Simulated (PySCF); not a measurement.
SMILES C(#C[Si](O)(O)O)[Si](O)(C)C (GFN2-xTB optimised geometry):

```
20

Si     0.354    -3.414     0.000
O     -0.165    -4.213    -1.316
O      1.980    -3.414     0.000
O     -0.162    -4.206     1.322
C     -0.293    -1.669     0.000
C     -0.721    -0.538     0.000
Si    -1.376     1.205    -0.001
C     -2.393     1.531    -1.568
C      0.118     2.375     0.166
O     -2.444     1.415     1.222
H      0.236    -4.029    -2.159
H      2.444    -3.234     0.811
H     -1.058    -4.526     1.347
H     -2.800     2.538    -1.571
H     -3.225     0.839    -1.638
H     -1.786     1.413    -2.460
H     -0.197     3.414     0.217
H      0.794     2.277    -0.677
H      0.690     2.161     1.065
H     -2.188     1.309     2.134
```

Calculation: PBE0/def2-SVP (PySCF).

Task: What are the frontier orbital energies and the dipole moment?

Result: HOMO-2 -8.52 eV, HOMO-1 -7.94 eV, HOMO -7.76 eV, LUMO -0.15 eV, LUMO+1 0.08 eV; dipole moment 1.26 D.

Meta-Löwdin charges at PBE0/def2-SVP: Si1 1.41, O2 -0.71, O3 -0.71, O4 -0.71, C5 -0.31, C6 -0.28, Si7 1.08, C8 -0.56, C9 -0.57, O10 -0.71, H11 0.34, H12 0.34, H13 0.34, H14 0.12, H15 0.12, H16 0.12, H17 0.12, H18 0.12, H19 0.11, H20 0.33.
